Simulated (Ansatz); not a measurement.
```yaml
crystal:
  periodic: [false, false, false]
  atoms:
    - {symbol: C, position_ang: [-2.599421, -2.974058, -0.372845]}
    - {symbol: Mg, position_ang: [-1.329919, -1.342430, -0.258813]}
    - {symbol: O, position_ang: [-1.516702, 0.677633, -0.203187]}
    - {symbol: C, position_ang: [-0.150391, 1.473228, 0.031920]}
    - {symbol: C, position_ang: [-0.529535, 2.774524, 0.323364]}
    - {symbol: F, position_ang: [-1.569977, 2.892217, 1.160047]}
    - {symbol: F, position_ang: [0.339528, 3.748699, 0.340939]}
    - {symbol: F, position_ang: [-1.254383, 3.349868, -0.800655]}
    - {symbol: C, position_ang: [1.029202, 0.842736, 0.428205]}
    - {symbol: C, position_ang: [1.433859, -0.151182, -0.055440]}
    - {symbol: C, position_ang: [2.992163, -0.655951, 0.164029]}
    - {symbol: F, position_ang: [3.304887, -1.331452, -1.144001]}
    - {symbol: F, position_ang: [3.246647, -1.379355, 1.295196]}
    - {symbol: F, position_ang: [3.522503, 0.467281, 0.059450]}
    - {symbol: O, position_ang: [0.708738, -1.339144, -0.041814]}
    - {symbol: H, position_ang: [-3.655248, -2.430840, -0.731115]}
    - {symbol: H, position_ang: [-3.079667, -3.176985, 0.588250]}
    - {symbol: H, position_ang: [-2.369536, -3.547462, -0.942230]}
    - {symbol: H, position_ang: [1.870801, 1.961210, 0.239309]}
basis:
  gaussian: {orbitals: cc-pVTZ, nuclear_model: gaussian}
hamiltonian: {xc: {name: HF}}
accuracy: high
relax: {f_tol: 0.0001, max_steps: 2}
output: {forces: true}
```

```sh
$ ansatz run in.yaml --threads 11 --pin off --events-out ev --progress --plain --max-ram 174080MiB --backend cuda --devices 0, --max-vram 75GiB
```

It prints (some lines left out):

```
Functional definition: HF
10122 factors; integrals over basis functions are off by at most 2.1e-9 eV
mean field evaluation 1: about -31968.2333 eV, gradient 9.0e1 eV
mean field evaluation 2: about -31969.5913 eV, gradient 9.1e1 eV
mean field evaluation 4: about -31985.5714 eV, gradient 1.5e1 eV
mean field evaluation 8: about -31986.2097 eV, gradient 1.7e0 eV
mean field evaluation 16: about -31986.2315 eV, gradient 8.7e-5 eV
mean field -31986.23146419 eV, -1175.4723252625 hartree, gradient 3.6e-8 eV, S^2 0.000000; 1 other end points of the search recorded, 0 dependent functions left out
reference -31986.23146419 eV, -1175.4723252625 hartree; 61, 61 occupied and 449, 449 virtual orbitals, 10122 factors
relax step   1: F+E_penalty+E_count = -31986.23146419 eV  Δ(F+E_penalty+E_count) = +0.000e0 eV  max|allowed force component| = 2.562e1 eV/Å  Δτ_max = 0.0000 Å  (96 SCF iters, accepted)
10151 factors; integrals over basis functions are off by at most 2.9e-9 eV
mean field -31998.07818898 eV, -1175.9076843687 hartree, gradient 1.5e-8 eV, S^2 0.000000; 0 other end points of the search recorded, 0 dependent functions left out
reference -31998.07818898 eV, -1175.9076843687 hartree; 61, 61 occupied and 449, 449 virtual orbitals, 10151 factors
relax step   2: F+E_penalty+E_count = -31998.07818898 eV  Δ(F+E_penalty+E_count) = -1.185e1 eV  max|allowed force component| = 5.831e0 eV/Å  Δτ_max = 0.1949 Å  (73 SCF iters, accepted)
Error: geometry relaxation did not converge after 2 steps: max|allowed force component| = 5.83e0 eV/Å (threshold 1.0e-4). Raise `relax.max_steps` over both its present limit and 2, loosen `relax.f_tol`, or start from a geometry closer to equilibrium. Where this run's directory can be resumed (`checkpoint.write`), a resume goes on for up to `relax.max_steps` more
```

(1) What is wrong with this run?

Answers

(1) The relaxation is allowed too few steps for its threshold. No converged result was reached.
